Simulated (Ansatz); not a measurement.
`C=[CH][Ge]([Cl])([Cl])[Cl]`, relaxed with RKS PBE0-D4/def2-TZVP in Ansatz from a PBE-D4/def2-SVP geometry. The force threshold is 0.005 eV/Å; the program also tests the step.

The species carries charge 0 and has multiplicity 1.

Start:

```xyz
9

C    -0.896   -0.552    1.276
C    -0.463   -0.714    0.014
Ge    0.715    0.568   -0.828
Cl    2.580   -0.351   -1.430
Cl    1.165    2.185    0.542
Cl   -0.180    1.416   -2.607
H    -1.567   -1.288    1.749
H    -0.597    0.319    1.884
H    -0.757   -1.582   -0.599
```

**Question.** How much energy does the relaxation release, and in how many steps? (An estimate is asked.)

**Answer.** Ansatz gave: 5.45 kJ/mol, in 5 steps.

**Question.** Which bonds change most? (Estimate.)

**Answer.** Computed: Ge3–Cl5 from 2.167 to 2.134 Å; Ge3–Cl4 from 2.165 to 2.134 Å; Ge3–Cl6 from 2.164 to 2.134 Å; C1–C2 from 1.343 to 1.325 Å.

**Question.** Give the relaxed structure. (Estimate.)

**Answer.** The calculation gave: 
```xyz
9

C    -0.890   -0.551    1.263
C    -0.459   -0.704    0.019
Ge    0.710    0.566   -0.817
Cl    2.547   -0.339   -1.417
Cl    1.167    2.169    0.516
Cl   -0.170    1.398   -2.575
H    -1.551   -1.279    1.722
H    -0.603    0.301    1.871
H    -0.751   -1.561   -0.582
```
